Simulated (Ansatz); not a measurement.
Ansatz results at the PBE0-D4/def2-TZVP geometry: HOMO energy (ωB97M-V/def2-TZVPP) -9.44 eV; size of the dipole moment (PBE/def2-TZVPP) 0.66 D; ideal-gas entropy at 298 K and 1 bar (rigid rotor, harmonic PBE0-D4/def2-TZVP) 327 J/(mol·K).

Question: Which molecule gave them?
A. `C[BH][GaH2]`
B. `C1=NCO1`
C. `[BH2][GaH][CH3]`
D. `N=C1C(F)[SiH]1F`

Answer: C. The others give `C[BH][GaH2]`: -9.27, 1.41, 319; `N=C1C(F)[SiH]1F`: -9.55, 1.03, 337; `C1=NCO1`: -10.44, 1.07, 260.
